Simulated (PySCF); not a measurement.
# Cost of response and excited-state runs on `CC#[N+][GaH2-]/[C](C)=C/C=O`, C$_{6}$H$_{10}$GaNO

Geometry (Å), atoms numbered from 1 in this order:
```xyz
19

C     3.308   -0.510    1.161
C     2.494   -0.230    0.028
N     1.837    0.000   -0.886
Ga    0.194    0.228   -2.064
C    -1.161   -0.025   -0.584
C    -1.386   -1.397   -0.040
C    -1.803    1.056   -0.092
C    -2.761    1.046    1.001
O    -3.092    0.085    1.661
H     4.352   -0.300    0.929
H     2.990    0.112    1.998
H     3.202   -1.561    1.432
H     0.460    1.664   -2.570
H     0.521   -0.982   -2.973
H    -1.157   -1.433    1.027
H    -2.437   -1.676   -0.138
H    -0.768   -2.126   -0.575
H    -1.607    2.028   -0.541
H    -3.197    2.044    1.219
```

PySCF with density fitting, on 1 thread of an Arm Neoverse N1, shared host. Command: `OMP_NUM_THREADS=1 python excited_run.py task.json out`

Question: How long does this run take, and how much memory?
- excited states, wB97X-D/def2-SVP; Tamm-Dancoff; spin-orbit couplings; 6 states; 5 triplets; quadratic response for 4 states; writes grids

Answer: 
```
           run             level  basis functions  wall time  peak memory (GiB)
excited states  wB97X-D/def2-SVP              194      110 s               0.89
```
Times from a shared host are rough.
